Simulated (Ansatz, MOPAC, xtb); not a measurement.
Spectroscopic constants of SO+, multiplicity 2 (lowest of 2S+1 = 2, 4 at CCSD(T)/def2-TZVPP on PBE0 minima; our sources give no spin for the ground state, which may be another). The T1 diagnostic near the minimum is 0.076, so single-reference values are doubtful.

The constants come from a fifth-degree fit in 1/R (seven points, main isotopes). Runs in def2 and cc sets follow the lowest solution found near the PBE0 minimum.

The state that PM7 reach isn't checked; PM7 holds dispersion and hydrogen-bond terms.

The values were computed with Ansatz (a quantum-chemistry and plane-wave program); MOPAC for PM7 (differences of heats of formation); xtb for the GFN methods. Each number belongs to the level named beside it. The GFN methods have no spin term and hold the electronic entropy of 300 K.

```csv
level,r_e (Å),ω_e (cm⁻¹),ω_e x_e (cm⁻¹)
PM7,1.403,1215,3.6
GFN1-xTB,1.400,1410,6.2
GFN2-xTB,1.397,?,6.0
SVWN5/def2-TZVPP,1.428,1342,6.3
PBE/def2-TZVPP,1.441,1302,6.3
B3LYP/def2-TZVPP,1.422,1373,6.3
PBE0/def2-TZVPP,1.415,1415,6.0
CAM-B3LYP/def2-TZVPP,?,?,5.9
```

Task: What belongs in the gaps?

Result: 
- CAM-B3LYP/def2-TZVPP, r_e (Å): 1.411
- CAM-B3LYP/def2-TZVPP, ω_e (cm⁻¹): 1430
- GFN2-xTB, ω_e (cm⁻¹): 1347
